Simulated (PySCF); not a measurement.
Species: C8H13P2 (charge -1).
SMILES with atom numbers: `[CH3:1][c:2]1[p:3][c:4]([CH3:5])[c:6]([CH:7]([CH3:8])[CH3:9])[p-:10]1`

Cartesian coordinates in Å at the GFN2-xTB level; atoms count from 1:
```xyz
23
C8H13P2 angstrom
C      3.8222   -0.9690   -0.1803
C      2.4505   -0.3523   -0.0989
P      2.2066    1.3431   -0.3850
C      0.4636    1.2695   -0.1576
C     -0.3530    2.5275   -0.2990
C     -0.0774    0.0430    0.1509
C     -1.5633   -0.1658    0.3245
C     -2.1846   -0.5997   -1.0057
C     -1.8626   -1.2040    1.4021
P      1.0470   -1.3108    0.2590
H      3.9683   -1.6997    0.6178
H      3.9621   -1.4866   -1.1337
H      4.5892   -0.1973   -0.0992
H      0.3011    3.3574   -0.5650
H     -0.8608    2.7789    0.6365
H     -1.1128    2.4245   -1.0780
H     -2.0243    0.7843    0.6264
H     -2.0024    0.1516   -1.7718
H     -1.7268   -1.5325   -1.3299
H     -3.2623   -0.7471   -0.9078
H     -2.9388   -1.3485    1.5198
H     -1.4426   -0.8873    2.3549
H     -1.4038   -2.1522    1.1300
```

NICS = −σ at a ghost point: NICS(0) at the centroid of the ring atoms, NICS(1) 1 Å to either side along the normal of their mean plane, zz for the tensor component along that normal. Level: GIAO PBE0/pcSseg-1 (PySCF, non-relativistic, gas phase) on the GFN2-xTB geometry, one conformer.

Ring bond lengths (Å), with Mayer bond orders in brackets: C2–P3 1.737 (1.30), P3–C4 1.759 (1.21), C4–C6 1.376 (1.55), C6–P10 1.763 (1.20), P10–C2 1.737 (1.29).

Question: What do the NICS probes read (ppm)?

Answer: 
| ring | type | NICS(0) | NICS(1), two faces | NICS(1)zz, two faces | rms pucker (Å) | centre to ring atoms, mean (Å) |
| --- | --- | --- | --- | --- | --- | --- |
| C2–P3–C4–C6–P10 | 5-membered ring with 2 P; formal bonds all aromatic | -8.7 | -9.6 / -9.2 | -22.8 / -21.5 | 0.00 | 1.42 |

Question: What can be read from them?

Answer: 
- C2–P3–C4–C6–P10: mean NICS(1)zz -22.1 ppm, shielded.

Question: And the bond-length index? Use HOMA with the parameters of Krygowski (1993).

Answer: 
- C2–P3–C4–C6–P10: HOMA 0.73; the largest term is that of C6–P10, α(R − Ropt)² = 0.51.

Question: What is the mean of the two in-plane components of NICS at the first NICS(1) probe listed for ring C2–P3–C4–C6–P10, 1 Å off the ring?

Answer: The isotropic value is a third of the trace: (3 × -9.6 − (-22.8))/2 = -3.0 ppm.
